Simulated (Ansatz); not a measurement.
1,3,5-triphenylbenzene, `c1ccc(-c2cc(-c3ccccc3)cc(-c3ccccc3)c2)cc1`. Charge 0, multiplicity 1. Geometry PBE-D4/def2-SVP.

```tsv
atom	x (Å)	y (Å)	z (Å)
C1	2.303	1.136	5.133
C2	3.101	0.618	4.101
C3	2.540	0.338	2.848
C4	1.168	0.568	2.598
C5	0.574	0.268	1.270
C6	-0.738	-0.236	1.165
C7	-1.323	-0.508	-0.088
C8	-2.700	-1.058	-0.179
C9	-3.177	-1.985	0.775
C10	-4.476	-2.503	0.688
C11	-5.329	-2.105	-0.353
C12	-4.869	-1.184	-1.308
C13	-3.569	-0.668	-1.222
C14	-0.567	-0.263	-1.252
C15	0.748	0.240	-1.183
C16	1.531	0.490	-2.419
C17	2.923	0.250	-2.459
C18	3.662	0.486	-3.626
C19	3.026	0.969	-4.780
C20	1.644	1.213	-4.757
C21	0.905	0.975	-3.590
C22	1.304	0.500	0.087
C23	0.378	1.089	3.648
C24	0.939	1.371	4.901
H25	2.744	1.357	6.118
H26	4.170	0.422	4.276
H27	3.168	-0.092	2.054
H28	-1.317	-0.422	2.081
H29	-2.508	-2.324	1.580
H30	-4.823	-3.232	1.437
H31	-6.349	-2.511	-0.421
H32	-5.533	-0.858	-2.124
H33	-3.227	0.073	-1.961
H34	-0.992	-0.521	-2.233
H35	3.427	-0.153	-1.568
H36	4.744	0.283	-3.637
H37	3.606	1.155	-5.697
H38	1.137	1.600	-5.653
H39	-0.173	1.195	-3.573
H40	2.309	0.943	0.153
H41	-0.687	1.301	3.467
H42	0.306	1.786	5.700
```

B3LYP takes the VWN-RPA correlation. Single mean-field runs in def2-SVP, def2-TZVP are fitted with def2-universal-jkfit. The restricted singlet is unstable towards broken spin symmetry in Hartree–Fock (as tested in another run); at HF/6-31G, HF/def2-TZVP this wasn't settled.

Q: Estimate the orbital energies around the gap (eV) in Ansatz with HF/6-31G, HF/def2-TZVP, PBE-D4/def2-SVP, B3LYP-D4/6-31G, PBE0-D4/def2-SVP.

A: 
| orbital | HF/6-31G | HF/def2-TZVP | PBE-D4/def2-SVP | B3LYP-D4/6-31G | PBE0-D4/def2-SVP |
| --- | --- | --- | --- | --- | --- |
| HOMO−13 | -13.34 | -13.51 | -8.55 | -9.54 | -10.06 |
| HOMO−12 | -13.30 | -13.47 | -8.26 | -9.40 | -9.80 |
| HOMO−11 | -13.19 | -13.35 | -8.26 | -9.37 | -9.79 |
| HOMO−10 | -13.01 | -13.10 | -8.16 | -9.30 | -9.69 |
| HOMO−9 | -12.82 | -13.00 | -7.93 | -9.02 | -9.43 |
| HOMO−8 | -12.80 | -12.99 | -7.91 | -9.00 | -9.41 |
| HOMO−7 | -10.30 | -10.36 | -7.05 | -7.71 | -8.20 |
| HOMO−6 | -10.25 | -10.31 | -7.01 | -7.66 | -8.15 |
| HOMO−5 | -9.15 | -9.22 | -6.29 | -6.85 | -7.33 |
| HOMO−4 | -9.15 | -9.21 | -6.29 | -6.85 | -7.33 |
| HOMO−3 | -9.14 | -9.21 | -6.29 | -6.84 | -7.32 |
| HOMO−2 | -8.89 | -8.97 | -6.14 | -6.66 | -7.14 |
| HOMO−1 | -7.96 | -8.04 | -5.57 | -6.02 | -6.48 |
| HOMO | -7.94 | -8.02 | -5.55 | -6.00 | -6.46 |
| LUMO | 2.57 | 2.13 | -1.93 | -0.92 | -1.16 |
| LUMO+1 | 2.60 | 2.16 | -1.91 | -0.90 | -1.14 |
| LUMO+2 | 3.61 | 3.07 | -1.28 | -0.17 | -0.40 |
| LUMO+3 | 3.74 | 3.11 | -1.16 | -0.05 | -0.27 |
| LUMO+4 | 3.77 | 3.21 | -1.16 | -0.03 | -0.26 |
| LUMO+5 | 3.77 | 3.22 | -1.15 | -0.03 | -0.26 |
